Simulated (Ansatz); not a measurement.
Coupled-cluster run, C₃H₅AlCl₂, SMILES `C=C[CH2][Al]([Cl])[Cl]`.

```yaml
crystal:
  periodic: [false, false, false]
  atoms:
    - {symbol: C, position_ang: [1.241128, -0.553350, -0.676559]}
    - {symbol: C, position_ang: [-0.037353, -0.875063, -0.407565]}
    - {symbol: C, position_ang: [-0.740009, -0.585738, 0.869424]}
    - {symbol: Al, position_ang: [-0.535915, 1.261364, 0.291180]}
    - {symbol: Cl, position_ang: [0.888830, 2.499700, 1.197412]}
    - {symbol: Cl, position_ang: [-1.800952, 2.102088, -1.148023]}
    - {symbol: H, position_ang: [1.920342, -0.208060, 0.097685]}
    - {symbol: H, position_ang: [1.649478, -0.677690, -1.671037]}
    - {symbol: H, position_ang: [-0.657182, -1.214827, -1.235181]}
    - {symbol: H, position_ang: [-0.136911, -0.773870, 1.757861]}
    - {symbol: H, position_ang: [-1.726158, -1.031455, 0.945403]}
basis:
  gaussian: {orbitals: def2-SVP}
correlation: {method: ccsd_t}
```

```sh
$ ansatz run in.yaml --threads 4 --pin off --events-out ev --progress --plain --max-ram 10444MiB
```

Log, shortened:

```
Functional definition: HF
  name "HF"
  cite "Fock, Z. Phys. 61, 126 (1930) doi:10.1007/BF01340294"
  parent pbe
  exchange = exact_x
  correlation = 0
1172 factors; integrals over basis functions are off by at most 1.6e-3 eV
mean field evaluation 1: about -34749.4733 eV, gradient 2.9e1 eV
mean field evaluation 2: about -34749.4838 eV, gradient 2.9e1 eV
mean field evaluation 4: about -34752.0792 eV, gradient 2.6e0 eV
mean field evaluation 8: about -34752.1072 eV, gradient 1.7e-4 eV
mean field -34752.10723893 eV, -1277.1163852062 hartree, gradient 1.7e-6 eV, S^2 0.000000; 0 other end points of the search recorded, 0 dependent functions left out
18 core orbitals not correlated: weight in the atoms' cores, before any rotation towards them, 1.000 or more for the frozen orbitals, at most 0.000 for the correlated occupied ones
reference -34752.10723893 eV, -1277.1163852062 hartree; 17, 17 occupied and 86, 86 virtual orbitals, 1172 factors
second order -19.84639685 eV of doubles, -0.00000000 eV of singles
cycle   1  -20.88959310 eV  change    -1.0e0 eV  update   9.2e-2
cycle   2  -21.36734270 eV  change   -4.8e-1 eV  update   2.8e-2
cycle   3  -21.45548363 eV  change   -8.8e-2 eV  update   1.3e-2
cycle   4  -21.45354954 eV  change    1.9e-3 eV  update   3.6e-3
cycle   5  -21.45318277 eV  change    3.7e-4 eV  update   1.3e-3
cycle   6  -21.45307826 eV  change    1.0e-4 eV  update   4.4e-4
cycle   7  -21.45302948 eV  change    4.9e-5 eV  update   1.6e-4
cycle   8  -21.45307727 eV  change   -4.8e-5 eV  update   6.5e-5
cycle   9  -21.45307688 eV  change    3.9e-7 eV  update   2.5e-5
perturbative correction -0.64842660 eV, -0.0238292379 hartree
Total energy: -34774.20874240 eV, -1277.9286004781 hartree
```

Hardware: 4 threads of an Arm Neoverse V1 on a shared host. Wall time 11 s, peak host memory 0.61 GiB.

Correlation energy per correlated electron: -0.650 eV. T1 diagnostic: 0.0102.
